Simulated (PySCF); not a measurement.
PySCF job for H3O3Sb, SMILES [OH][Sb]([OH])[OH], TDA-ωB97X/def2-SVPD. Coordinates come from a PBE0-D3(BJ)/def2-SVP optimisation. The def2 effective core potentials stand for the cores of Sb; spin–orbit coupling is left out. Other conformers were not sampled.

```python
import numpy as np
from pyscf import gto, scf, dft, tdscf

mol = gto.M(
    atom='''
    Sb   -0.00021476    0.02002987    0.38160277
    O     1.51634498   -0.94652998   -0.44168272
    H     1.56204427   -0.79275299   -1.39541656
    O    -1.43524863   -0.69720996   -0.79873461
    H    -1.61378196   -1.63650430   -0.67083445
    O    -0.00198717    1.63775364   -0.74538937
    H    -0.57018273    1.45562470   -1.50903696
    ''',
    basis='def2-SVPD',
    ecp={'Sb': 'def2-svp'},
    charge=0,
    spin=0,
    max_memory=1600,
    verbose=4,
)
mf = dft.RKS(mol, xc='wb97x').density_fit(auxbasis='def2-universal-jkfit')
mf.grids.level = 3
mf.conv_tol = 1e-9
mf.max_cycle = 100
mf.kernel()
mf.grids = dft.Grids(mol).set(level=1).build(with_non0tab=True)  # coarser grid for the response kernel
td = tdscf.TDA(mf)
td.singlet = True
td.nstates = 10
td.conv_tol = 1e-4
td.kernel(x0=td.get_init_guess(mf, 15))
td.analyze()
tt = tdscf.TDA(mf)
tt.singlet = False
tt.nstates = 4
tt.conv_tol = 1e-4
tt.kernel(x0=tt.get_init_guess(mf, 9))
tt.analyze(verbose=3)
```

Output:

```
PySCF version 2.14.0

[INPUT] verbose = 4
[INPUT] num. atoms = 7
[INPUT] num. electrons = 50
[INPUT] charge = 0
[INPUT] spin (= nelec alpha-beta = 2S) = 0
[INPUT] symmetry False subgroup None
[INPUT] Mole.unit = angstrom
[INPUT] Symbol           X                Y                Z      unit          X                Y                Z       unit  Magmom
[INPUT]  1 Sb    -0.000214760000   0.020029870000   0.381602770000 AA   -0.000405837583   0.037850968611   0.721124723675 Bohr   0.0
[INPUT]  2 O      1.516344980000  -0.946529980000  -0.441682720000 AA    2.865476722559  -1.788682430890  -0.834659374753 Bohr   0.0
[INPUT]  3 H      1.562044270000  -0.792752990000  -1.395416560000 AA    2.951835864746  -1.498086035530  -2.636955128083 Bohr   0.0
[INPUT]  4 O     -1.435248630000  -0.697209960000  -0.798734610000 AA   -2.712226831357  -1.317535875719  -1.509389659111 Bohr   0.0
[INPUT]  5 H     -1.613781960000  -1.636504300000  -0.670834450000 AA   -3.049605929164  -3.092544928673  -1.267693385423 Bohr   0.0
[INPUT]  6 O     -0.001987170000   1.637753640000  -0.745389370000 AA   -0.003755207063   3.094905839110  -1.408581765462 Bohr   0.0
[INPUT]  7 H     -0.570182730000   1.455624700000  -1.509036960000 AA   -1.077489200657   2.750732023152  -2.851666566246 Bohr   0.0

nuclear repulsion = 219.010459297414
number of shells = 51
number of NR pGTOs = 196
number of NR cGTOs = 125
basis = def2-SVPD
ecp = {'Sb': 'def2-svp'}


[settings echo left out]
init E= -441.399894905743
  HOMO = -0.841565508829388  LUMO = -0.649675263731648  gap/eV = 5.22160
cycle= 1 E= -466.704019465848  delta_E= -25.3  |g|= 2.17  |ddm|= 11.3
  HOMO = -0.149440642298899  LUMO = 0.0756682788637484  gap/eV = 6.12553
cycle= 2 E= -467.401227023754  delta_E= -0.697  |g|= 1.16  |ddm|= 7.51
  HOMO = -0.367628145189265  LUMO = 0.0359303738201753  gap/eV = 10.98139
cycle= 3 E= -467.605233011853  delta_E= -0.204  |g|= 0.0601  |ddm|= 1.92
  HOMO = -0.388317950264693  LUMO = 0.0271209983049481  gap/eV = 11.30467
cycle= 4 E= -467.606200620164  delta_E= -0.000968  |g|= 0.0509  |ddm|= 0.198
  HOMO = -0.386828996733158  LUMO = 0.0274481337138504  gap/eV = 11.27305
cycle= 5 E= -467.606696261082  delta_E= -0.000496  |g|= 0.0131  |ddm|= 0.0592
  HOMO = -0.387849547304217  LUMO = 0.0272774209958619  gap/eV = 11.29618
cycle= 6 E= -467.606755324537  delta_E= -5.91e-05  |g|= 0.00363  |ddm|= 0.0303
  HOMO = -0.38802244435011  LUMO = 0.0272455067942374  gap/eV = 11.30002
cycle= 7 E= -467.606759159023  delta_E= -3.83e-06  |g|= 0.00196  |ddm|= 0.00723
  HOMO = -0.387998132674443  LUMO = 0.0272295940553811  gap/eV = 11.29892
cycle= 8 E= -467.606760186103  delta_E= -1.03e-06  |g|= 0.000332  |ddm|= 0.00271
  HOMO = -0.388026166359328  LUMO = 0.0272257638748421  gap/eV = 11.29958
cycle= 9 E= -467.606760268558  delta_E= -8.25e-08  |g|= 8.16e-05  |ddm|= 0.00104
  HOMO = -0.388024394566049  LUMO = 0.0272294714249419  gap/eV = 11.29963
cycle= 10 E= -467.606760273017  delta_E= -4.46e-09  |g|= 6.1e-05  |ddm|= 0.000255
  HOMO = -0.388024058831082  LUMO = 0.0272297587459711  gap/eV = 11.29963
cycle= 11 E= -467.606760274005  delta_E= -9.89e-10  |g|= 1.47e-05  |ddm|= 8e-05
  HOMO = -0.388025679204983  LUMO = 0.0272283093059933  gap/eV = 11.29964
Extra cycle  E= -467.606760274077  delta_E= -7.22e-11  |g|= 1.55e-05  |ddm|= 3.86e-05
converged SCF energy = -467.606760274077
tot grids = 30984


******** <class 'pyscf.tdscf.rks.TDA'> for <class 'pyscf.df.df_jk.DFRKS'> ********
nstates = 10 singlet
deg_eia_thresh = 1.000e-03
wfnsym = None
conv_tol = 0.0001
eigh lindep = 1e-12
eigh level_shift = 0
eigh max_cycle = 100


Excitation energies (eV)
[6.33592012 6.72200607 7.07580898 7.19781275 7.4084152  7.56128382
 7.71587248 7.93566713 7.97553953 8.20667453]

** Singlet excitation energies and oscillator strengths **
Excited State   1:      6.33592 eV    195.68 nm  f=0.1136
      23 -> 26       -0.14406
      25 -> 26       -0.65698
Excited State   2:      6.72201 eV    184.45 nm  f=0.0229
      24 -> 26        0.52804
      25 -> 27        0.42810
Excited State   3:      7.07581 eV    175.22 nm  f=0.1608
      22 -> 26       -0.23295
      23 -> 26       -0.13046
      24 -> 26        0.35725
      24 -> 27        0.11431
      25 -> 27       -0.49759
Excited State   4:      7.19781 eV    172.25 nm  f=0.0240
      23 -> 26        0.50544
      23 -> 28       -0.11146
      24 -> 27        0.43791
Excited State   5:      7.40842 eV    167.36 nm  f=0.0978
      22 -> 26        0.14819
      22 -> 27       -0.14351
      23 -> 26        0.29381
      24 -> 26        0.14711
      24 -> 27       -0.43261
      25 -> 26       -0.10118
      25 -> 27       -0.13249
      25 -> 28       -0.26845
      25 -> 29        0.11020
Excited State   6:      7.56128 eV    163.97 nm  f=0.1077
      22 -> 26        0.44657
      22 -> 27        0.10400
      23 -> 26       -0.17572
      23 -> 27        0.33534
      24 -> 27        0.17700
      24 -> 28       -0.14880
      25 -> 26        0.11091
      25 -> 28       -0.17124
      25 -> 29        0.13098
Excited State   7:      7.71587 eV    160.69 nm  f=0.0570
      22 -> 26        0.13849
      23 -> 26       -0.18206
      23 -> 27       -0.46346
      24 -> 27        0.15154
      24 -> 28        0.24245
      25 -> 28       -0.24290
      25 -> 29        0.17250
Excited State   8:      7.93567 eV    156.24 nm  f=0.1724
      22 -> 26        0.35659
      23 -> 27       -0.23215
      23 -> 28       -0.11457
      23 -> 29        0.11044
      24 -> 26        0.14662
      25 -> 28        0.31358
      25 -> 29       -0.33406
Excited State   9:      7.97554 eV    155.46 nm  f=0.0326
      21 -> 26       -0.10562
      22 -> 27        0.41753
      23 -> 27       -0.26121
      24 -> 28       -0.38680
      25 -> 28       -0.11517
      25 -> 29        0.10493
Excited State  10:      8.20667 eV    151.08 nm  f=0.0310
      20 -> 26        0.19733
      21 -> 26       -0.57083
      22 -> 27       -0.17435
      22 -> 28        0.17437

** Transition electric dipole moments (AU) **
state          X           Y           Z        Dip. S.      Osc.
  1         0.4404      0.7268      0.0997      0.7321      0.1136
  2        -0.1774      0.2783     -0.1739      0.1392      0.0229
  3         0.8281     -0.4905     -0.0361      0.9277      0.1608
  4         0.1206      0.2968      0.1826      0.1360      0.0240
  5         0.4833      0.1740      0.5244      0.5389      0.0978
  6        -0.4226     -0.5416      0.3308      0.5815      0.1077
  7        -0.1575     -0.0615      0.5227      0.3017      0.0570
  8         0.2323     -0.2869     -0.8662      0.8865      0.1724
  9        -0.2275     -0.1063      0.3222      0.1669      0.0326
 10        -0.2233     -0.1269     -0.2972      0.1543      0.0310

WARN: ECP detected. Skipping calculation of transition velocity and magnetic dipole moments, which have not yet been implemented.



******** <class 'pyscf.tdscf.rks.TDA'> for <class 'pyscf.df.df_jk.DFRKS'> ********
nstates = 4 triplet
deg_eia_thresh = 1.000e-03
wfnsym = None
conv_tol = 0.0001
eigh lindep = 1e-12
eigh level_shift = 0
eigh max_cycle = 100


Excitation energies (eV)
[5.12933037 5.71623328 6.38292853 6.71063371]

** Triplet excitation energies and oscillator strengths **
Excited State   1:      5.12933 eV    241.72 nm  f=0.0000
Excited State   2:      5.71623 eV    216.90 nm  f=0.0000
Excited State   3:      6.38293 eV    194.24 nm  f=0.0000
Excited State   4:      6.71063 eV    184.76 nm  f=0.0000
```

The calculation finished and met its thresholds.
